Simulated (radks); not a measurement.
All-electron atom: Ru II in [Kr] 4d6 5p1 (not the ground configuration).

Calculated with a radial shooting solver on a logarithmic mesh with Libxc functionals: scalar-relativistic Kohn-Sham, PBE, spin-unpolarised, spherical densities, finite nucleus; Fermi nuclear charge, rms radius 4.4809 fm.

Energy parts (hartree):
| part | energy |
|---|---|
| total | -4530.12829 |
| kinetic | 4684.46275 |
| electron-nucleus | -10908.77647 |
| Hartree | 1827.14817 |
| exchange-correlation | -132.96273 |

Orbitals (lengths in bohr, moments of r in powers of bohr):
1s: occ. 2; eigenvalue (hartree) -806.6256; <r^2> 0.001510; <r^4> 5.909e-06
2s: occ. 2; eigenvalue (hartree) -116.3786; <r^2> 0.02501; <r^4> 0.001076
2p: occ. 6; eigenvalue (hartree) -104.2799; <r^2> 0.01969; <r^4> 0.0007708
3s: occ. 2; eigenvalue (hartree) -20.87938; <r^2> 0.1856; <r^4> 0.05310
3p: occ. 6; eigenvalue (hartree) -16.90296; <r^2> 0.1888; <r^4> 0.05779
3d: occ. 10; eigenvalue (hartree) -10.50493; <r^2> 0.1767; <r^4> 0.05956
4s: occ. 2; eigenvalue (hartree) -3.26687; <r^2> 1.169; <r^4> 2.061
4p: occ. 6; eigenvalue (hartree) -2.16099; <r^2> 1.439; <r^4> 3.272
4d: occ. 6; eigenvalue (hartree) -0.61191; <r^2> 2.906; <r^4> 16.68
5p: occ. 1; eigenvalue (hartree) -0.28246; <r^2> 15.46; <r^4> 379.1

The highest occupied level is 5p at -7.686 eV. The electron density at the nucleus is 1.125e+05 e/bohr^3 (large components only). The density falls to 0.001 e/bohr^3 at r = 4.42 bohr. Summed over all electrons, <r^2> = 47.31 bohr^2, which gives a Langevin (diamagnetic) susceptibility term of -37.5 x 10^-6 cm^3/mol.
